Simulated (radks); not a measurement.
Results of a calculation; reference values are marked as such.
Trend from Zn2+ to Hg2+: ionisation energy by Delta-SCF between NIST ground configurations, and size. Code: a radial shooting solver on a logarithmic mesh with Libxc functionals. Model: scalar-relativistic Kohn-Sham, r2SCAN, spin-polarised, spherical densities, finite nucleus; open shells are filled with parallel spins first (spin-orbit coupling, left out, can overturn this in heavy ions); meta-GGA in the generalised Kohn-Sham scheme; Fermi nuclear charge, rms radius of each element as measured or else 0.836 A^(1/3) + 0.57 fm.

| species | configuration | configuration of the ion | IE (eV) | NIST (eV) | kind | -e(HOMO) (eV) | outermost | <r> outermost (bohr) |
|---|---|---|---|---|---|---|---|---|
| Zn2+ | [Ar] 3d10 | [Ar] 3d9 | 40.390 | 39.723 | exp. | 31.039 (3d) | 3d | 0.875 |
| Cd2+ | [Kr] 4d10 | [Kr] 4d9 | 38.073 | 37.47 | exp. | 30.750 (4d) | 4d | 1.25 |
| Hg2+ | [Xe] 4f14 5d10 | [Xe] 4f14 5d9 | 35.578 | 34.49 | exp. | 29.048 (5d) | 5d | 1.43 |

Reference values: NIST Atomic Spectra Database (exp. = measured, semi-emp. = semi-empirical, theory = theoretical value adopted there). Open shells are spherical and high-spin; term and fine-structure splittings are not resolved. Spin-orbit splitting is averaged out at the scalar-relativistic level.
